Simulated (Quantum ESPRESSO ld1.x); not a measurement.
Q: The mean radii <r> (bohr) of the occupied orbitals of an atom or ion are listed with their occupations. Calculated with ld1.x of Quantum ESPRESSO 7.5: scalar-relativistic Kohn-Sham, LDA (Slater exchange, Perdew-Zunger correlation), spin-unpolarised, spherical densities, point nucleus.

| orbital | occ. | <r> |
|---|---|---|
| 1s | 2 | 0.02152 |
| 2s | 2 | 0.09156 |
| 2p | 6 | 0.08091 |
| 3s | 2 | 0.2396 |
| 3p | 6 | 0.2383 |
| 3d | 10 | 0.2166 |
| 4s | 2 | 0.5412 |
| 4p | 6 | 0.5731 |
| 4d | 10 | 0.6218 |
| 5s | 2 | 1.297 |
| 5p | 6 | 1.503 |
| 4f | 8 | 0.8268 |

Name the element and its charge.

A: Z = 65, terbium, charge +3: Tb3+ in [Xe] 4f8. The 1s radius gives Z: for a bare nucleus <r> = (2 gamma + 1)/(2Z) with gamma = sqrt(1 - (Z/c)^2), 0.02124 bohr for Z = 65, and screening makes it slightly larger (0.02152 here). The occupations add up to 62, and the charge is Z minus that.
